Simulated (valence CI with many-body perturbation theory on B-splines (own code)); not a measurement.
# Pt63+: what the settings do

Calculated by configuration interaction combined with many-body perturbation theory (CI+MBPT): five valence electrons over a frozen Dirac-Fock core [Ne], a basis of 6 s, 6 p, 5 d, 3 f, 1 g functions for each j, with the one-electron correlation potential Σ1, the two-electron term Σ2, the three-electron term Σ3, Breit, model QED; selected CI, second order for the rest, scaled by the run's own slope (own B-spline code, finite nucleus).

The last digits are not significant, and no measured levels were compared; by estimate large intervals hold to a few tenths of a per cent, small ones and those within an open d or f shell to about a per cent. Among the levels kept, up to 700 cm⁻¹ of a level comes from second order outside the variational space, and about a tenth of that is noise between levels of different J, which matters for small intervals.

The reference run has the lowest level (3s^2 3p1/2^2 3p3/2) J=3/2 and an ionisation energy of 6920.21 eV. Its largest variational space holds 10000 state functions.

Levels are named by their leading jj configuration (3d3/2^4 stands for four electrons in 3d with j = 3/2), which in mixed levels can hold well under half, so a name can repeat and another be missing. Letters in brackets count levels of one name in rising energy.

Changed runs:
A. logarithmic knot step 0.27 → 0.33; orbitals per symmetry with explicit Σ2 and valence Breit (the others get mean screening factors) 5 → 3
B. scale of Σ1 1 → 0.9
C. Breit term on → off; QED terms on → off
D. correlating orbitals by l 3 3 3 2 1 → 2 2 1 1 0; natural orbitals for correlation on → off (bad on purpose)

Excitation energies of the reference run in cm⁻¹, and shifts in cm⁻¹:

| Level | Reference | A | B | C | D |
| --- | --- | --- | --- | --- | --- |
| (3s^2 3p1/2^2 3d3/2) J=3/2 | 1982800 | +7.0 | +215 | +15684 | +817 |
| (3s^2 3p1/2^2 3d5/2) J=5/2 | 2936980 | +15 | +68 | +36848 | +1029 |
| (3s^2 3p1/2 3p3/2^2) J=3/2 | 3572640 | +7.0 | -172 | +39256 | -1130 |
| (3s^2 3p1/2 3p3/2^2) J=5/2 | 3673230 | -33 | -172 | +45252 | -387 |
| (3s^2 3p1/2 3p3/2^2) J=1/2 | 3806320 | +54 | -173 | +37669 | +15 |
| (3s 3p1/2^2 3p3/2^2) J=5/2 | 5104900 | -41 | +53 | +50094 | -1093 |
| (3s 3p1/2^2 3p3/2^2) J=3/2 | 5355130 | +4.1 | +49 | +48793 | -324 |
| (3s 3p1/2^2 3p3/2^2) J=1/2 | 5378130 | +46 | +51 | +44387 | -63 |
| (3s^2 3p1/2 3p3/2 3d3/2) J=5/2 [a] | 5531200 | -28 | +42 | +61363 | -359 |
| (3s^2 3p1/2 3p3/2 3d3/2) J=1/2 [a] | 5560810 | +40 | +42 | +53887 | -643 |
| (3s^2 3p1/2 3p3/2 3d3/2) J=3/2 [a] | 5564820 | +4.4 | +44 | +57668 | -405 |
| (3s^2 3p1/2 3p3/2 3d3/2) J=7/2 | 5637060 | -60 | +41 | +67642 | +559 |
| Ionisation energy (eV) | 6920.21 | +0.0039 | -0.10 | +6.96 | -0.53 |
